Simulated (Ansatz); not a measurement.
Saddle point of SiH6SeO, singlet (SiH₄O ([OH][SiH3]) + H₂Se → SiH₄SeO ([OH][SiH2][SeH]) + H₂; bonds formed: Si1–Se7, H2–H6; bonds broken: Si1–H2, H6–Se7), PBE0-D4/def2-TZVP structure:

Si1  (-0.586, -0.497, 0.341)
H2  (0.560, -1.466, -0.490)
H3  (-1.539, -1.553, -0.092)
H4  (-0.112, -0.770, 1.711)
O5  (-1.470, 0.806, -0.085)
H6  (1.069, -0.704, -0.360)
Se7  (1.648, 1.058, 0.157)
H8  (-1.009, 1.640, 0.054)
H9  (1.440, 1.485, -1.235)
(Å)

Energies are electronic, without zero-point energy. Barriers and step energies count from the start structure reached by relaxing down the imaginary mode; all methods use the PBE0-D4 structures, on which another method's saddle can fall below an end. Program: Ansatz 0.2.0. Basis: def2-TZVPP, with def2-QZVPP for the basis limit. Cores are frozen in the correlated methods. Filled d shells of the heavier atoms are correlated. The def2 sets are not built for correlating such inner shells, so the correlated values are less sure here. B3LYP uses VWN-RPA correlation. Extrapolation: Hartree–Fock as exp(−7.88 √X), correlation as X^−2.97.

```csv
method,barrier (kcal/mol),step energy (kcal/mol)
SPW92,?,-8.41
PBE-D4,32.79,-10.15
BLYP-D4,?,-8.87
r2SCAN-D4,36.07,-10.38
B97M-V,40.93,-8.06
PBE0-D4,37.26,-9.77
B3LYP-D4,?,-8.52
r2SCAN0-D4,39.07,-10.08
BHLYP-D4,46.77,-8.10
CAM-B3LYP-D4,44.83,-7.28
wB97X-V,44.36,-8.74
wB97M-V,42.37,-9.29
B2PLYP,43.69,-8.52
PBE-QIDH,41.23,-9.85
RPA on PBE,46.12,-7.10
HF,60.29,-6.11
MP2,42.67,-10.46
CCSD,47.82,-7.62
CCSD(T),44.87,-8.37
```

Fill in the withheld barriers. (Judge from chemistry; the value comes from the calculation.)

The calculation gives: B3LYP-D4 41.58; SPW92 26.96; BLYP-D4 38.30 kcal/mol. Each is the energy of the saddle less that of the start structure, by the same method.

For comparison, the barrier by CCSD(T) at an estimated basis limit (MP2 extrapolated from triple and quadruple zeta, plus CCSD(T) − MP2 in triple zeta) is 42.66 kcal/mol.

T1 diagnostic: at most 0.012.

Labels in which every atom is bracketed show which atoms are joined, not bond orders.

For scale, one of the runs: CCSD(T)/def2-TZVPP, 205 basis functions, launched by `ansatz run in.yaml --threads 4 --pin off --events-out ev --progress --plain --max-ram 9574MiB`. Hardware: 4 CPU threads of an Arm Neoverse V1, shared host. Wall time 71 s; peak host memory 2.6 GiB.
